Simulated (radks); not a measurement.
The vanadium ion V2+, 21 electrons, occupied as [Ar] 3d0.5 4s1 4p1.5 (fractional occupations, a model configuration). Calculated with a radial shooting solver on a logarithmic mesh with Libxc functionals: non-relativistic Kohn-Sham, BLYP, spin-polarised, spherical densities, point nucleus; open shells are filled with parallel spins first.

Radial electron density D(r) = 4 pi r^2 rho(r):

r (bohr),D(r) (e/bohr),spin D(r)
0.004215,1.507,0.00134
0.005489,2.410,0.00214
0.007147,3.786,0.00335
0.009307,5.813,0.00513
0.01212,8.662,0.00760
0.01578,12.42,0.0108
0.02055,16.94,0.0145
0.02676,21.67,0.0182
0.03484,25.56,0.0208
0.04537,27.32,0.0216
0.05907,26.18,0.0219
0.07692,23.07,0.0267
0.1002,20.88,0.0453
0.1304,22.54,0.0826
0.1698,27.32,0.124
0.2211,29.74,0.135
0.2879,24.77,0.117
0.3749,15.02,0.174
0.4882,8.947,0.425
0.6357,9.652,0.734
0.8278,10.93,0.711
1.078,7.917,0.393
1.404,3.637,0.410
1.828,1.707,0.942
2.38,1.367,1.28
3.099,0.8799,0.875
4.035,0.2967,0.297
5.254,0.04622,0.0462
6.841,0.002889,0.00289

D(r) has 3 maxima, at r = 0.0468, 0.214, 0.795 bohr, and minima at 0.103, 0.529 bohr, inside which lie 2.12, 10.38 electrons.
